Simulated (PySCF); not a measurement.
PySCF input file for Si(H)2(Me)(NHMe) (C2H9NSi), SMILES CN[SiH2]C, SMD-B3LYP/6-31G*. The structure is a stationary point at B3LYP-D3(BJ)/def2-SVP. Other conformers were not sampled.

```python
import numpy as np
from pyscf import gto, scf, dft
from pyscf.solvent import smd

mol = gto.M(
    atom='''
    Si    0.56168924   -0.38007471    0.60557315
    C     1.70387778    0.76689149   -0.35301757
    N    -0.93718153   -0.60846309   -0.24609839
    C    -1.86462128    0.45483985   -0.58356982
    H     1.15514740   -1.74283893    0.74658119
    H     0.40378252    0.19426828    1.98624073
    H     1.26482855    1.77227005   -0.45988216
    H     1.90188246    0.37098069   -1.36145570
    H     2.66512304    0.88152127    0.17428693
    H    -1.38336247   -1.51489561   -0.14372531
    H    -2.57893080    0.70975070    0.22616106
    H    -1.31043193    1.37696357   -0.82370511
    H    -2.45695638    0.20187934   -1.48031270
    ''',
    basis='6-31G*',
    charge=0,
    spin=0,
    max_memory=1600,
    verbose=3,
)
mf = dft.RKS(mol, xc='b3lyp').density_fit(auxbasis='def2-universal-jkfit')
mf.grids.level = 3
mf.conv_tol = 1e-9
mf.max_cycle = 100
mf.kernel()
res = {}
for name in ['water', 'dimethylsulfoxide', 'ethylethanoate']:
    s = mf.SMD()
    s.with_solvent.solvent, s.with_solvent.sasa_ng = name, 194
    s.kernel(mf.make_rdm1())
    res[name] = (s.e_tot, s.with_solvent.get_cds(), s.dip_moment(), s.mo_energy, s.converged)
    print(f'SMD {name}: dG(solv) = {(s.e_tot - mf.e_tot) * 627.509474:.3f} kcal/mol, of which CDS {res[name][1] * 627.509474:.3f}')
```

Log of the run:

```
converged SCF energy = -425.89056596781
converged SCF energy = -425.889125605946
Dipole moment(X, Y, Z, Debye): -0.89338,  0.27332, -0.55570
SMD water: dG(solv) = 0.904 kcal/mol, of which CDS 3.896
converged SCF energy = -425.892464132927
Dipole moment(X, Y, Z, Debye): -0.89072,  0.27146, -0.55464
SMD dimethylsulfoxide: dG(solv) = -1.191 kcal/mol, of which CDS 1.756
converged SCF energy = -425.893990181384
Dipole moment(X, Y, Z, Debye): -0.85010,  0.24449, -0.53450
SMD ethylethanoate: dG(solv) = -2.149 kcal/mol, of which CDS 0.121
```

Self-consistency was reached.
